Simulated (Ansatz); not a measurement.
An input meant for TiH3 (charge 0, doublet; atoms displaced at random, 0.15 Å in each coordinate).

```yaml
crystal:
  periodic: [false, false, false]
  atoms:
    - {symbol: Ti, position_ang: [0.057428, 0.056051, 0.181660]}
    - {symbol: H, position_ang: [1.967107, 0.017580, -0.214504]}
    - {symbol: H, position_ang: [-0.707267, 1.332809, -0.042435]}
    - {symbol: H, position_ang: [-0.576223, -1.632750, -0.051651]}
basis:
  gaussian: {orbitals: def2-TZVP}
magnetization: {spin_polarized: true, initial_magnetization: 1}
hamiltonian: {xc: {name: revPBE0}, dispersion: d3bjatm}
scf: {omitted_lower_state_checks: [starts]}
relax: {f_tol: 0.0001, max_steps: 3}
output: {forces: true}
```

```sh
$ ansatz run in.yaml --threads 4 --pin off --events-out ev --progress --plain --max-ram 3916MiB
```

Shortened log:

```
Functional definition: revPBE0
589 factors; integrals over basis functions are off by at most 2.5e-4 eV
mean field evaluation 1: about -23156.3796 eV, gradient 1.2e1 eV
mean field evaluation 2: about -23156.8803 eV, gradient 8.1e0 eV
mean field evaluation 4: about -23157.1625 eV, gradient 8.2e-1 eV
mean field evaluation 8: about -23157.1918 eV, gradient 1.3e-1 eV
mean field evaluation 16: about -23157.3240 eV, gradient 7.5e-1 eV
mean field -23157.34769668 eV, -851.0168312390 hartree, gradient 3.6e-6 eV, S^2 0.769516; 0 other end points of the search recorded, 0 dependent functions left out
reference -23157.34774374 eV, -851.0168329685 hartree; 13, 12 occupied and 50, 51 virtual orbitals, 589 factors
relax step   1: F+E_penalty+E_count = -23157.42707419 eV  Δ(F+E_penalty+E_count) = +0.000e0 eV  max|allowed force component| = 3.889e0 eV/Å  Δτ_max = 0.0000 Å  (106 SCF iters, accepted)
589 factors; integrals over basis functions are off by at most 9.0e-4 eV
mean field evaluation 32: about -23157.8831 eV, gradient 3.5e-1 eV
mean field -23157.89314705 eV, -851.0368761702 hartree, gradient 7.3e-6 eV, S^2 0.762289; 0 other end points of the search recorded, 0 dependent functions left out
reference -23157.89319526 eV, -851.0368779422 hartree; 13, 12 occupied and 50, 51 virtual orbitals, 589 factors
relax step   2: F+E_penalty+E_count = -23157.97374438 eV  Δ(F+E_penalty+E_count) = -5.467e-1 eV  max|allowed force component| = 1.085e0 eV/Å  Δτ_max = 0.1946 Å  (74 SCF iters, accepted)
589 factors; integrals over basis functions are off by at most 6.6e-4 eV
mean field -23157.96766923 eV, -851.0396148100 hartree, gradient 6.6e-6 eV, S^2 0.764892; 0 other end points of the search recorded, 0 dependent functions left out
reference -23157.96771605 eV, -851.0396165305 hartree; 13, 12 occupied and 50, 51 virtual orbitals, 589 factors
relax step   3: F+E_penalty+E_count = -23158.04679083 eV  Δ(F+E_penalty+E_count) = -7.305e-2 eV  max|allowed force component| = 8.130e-2 eV/Å  Δτ_max = 0.0675 Å  (69 SCF iters, accepted)
Error: geometry relaxation did not converge after 3 steps: max|allowed force component| = 8.13e-2 eV/Å (threshold 1.0e-4). Raise `relax.max_steps` over both its present limit and 3, loosen `relax.f_tol`, or start from a geometry closer to equilibrium. Where this run's directory can be resumed (`checkpoint.write`), a resume goes on for up to `relax.max_steps` more
```

In this input the relaxation is allowed too few steps for its threshold. The SCF steps converged, but the relaxation ran out of steps.
